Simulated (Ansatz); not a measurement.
Born–Oppenheimer molecular dynamics of CH4AlFSSi (9 atoms, charge 0, multiplicity 1). It starts from a relaxed structure.

These are results of RKS r2SCAN-D4/STO-3G (Ansatz), not measurements.

```json
{
 "ensemble": "NVT, Langevin thermostat",
 "time step": "0.5 fs",
 "steps asked": "150",
 "set temperature": "500 K",
 "friction": "0.005 /fs",
 "seed": "685489"
}
```

First frame:

```xyz
9
Properties=species:S:1:pos:R:3
F 0.755 0.312 2.087
C 0.754 0.262 0.684
Si 0.557 -1.376 -0.399
Al -0.673 0.456 -0.591
S -2.442 1.424 -1.193
H 1.667 0.783 0.297
H 1.802 -1.849 -0.983
H -0.011 -2.480 0.356
H -2.321 2.421 -0.276
```

(1) What does the run give?

(2) What happens to the structure?

(3) How do temperature and energy run in time?

Answers

(1) All steps were run.

- steps done: 150
- time covered: 75 fs
- mean temperature over the second half: 337 K
- spread of the potential energy over the second half: 6.7 meV per atom
- mean potential energy of the second half above the start: 31.3 meV per atom

The mean temperature of the second half is 33 % below the set value. A run of 0.075 ps of so small a system gives no equilibrium averages. Limits of this set-up: minimal basis.

(2) The same pairs are bonded in the first frame and the last. Pairs count as bonded within 1.25 times the sum of covalent radii (0.12 Å more for H–H). The details hang on the random start.

(3) 
| time (fs) | T (K) | potential energy less start (eV) |
| --- | --- | --- |
| 0.0 | 444 | 0.000 |
| 6.0 | 314 | 0.133 |
| 12.0 | 311 | 0.146 |
| 18.0 | 287 | 0.187 |
| 24.0 | 342 | 0.190 |
| 30.0 | 238 | 0.278 |
| 36.0 | 224 | 0.307 |
| 42.0 | 298 | 0.283 |
| 48.0 | 248 | 0.351 |
| 54.0 | 284 | 0.349 |
| 60.0 | 260 | 0.368 |
| 66.0 | 364 | 0.330 |
| 72.0 | 303 | 0.421 |

Time of the run: 10 min on 1 thread of Arm Neoverse N1, with other jobs on the host, peak memory 0.093 GiB.
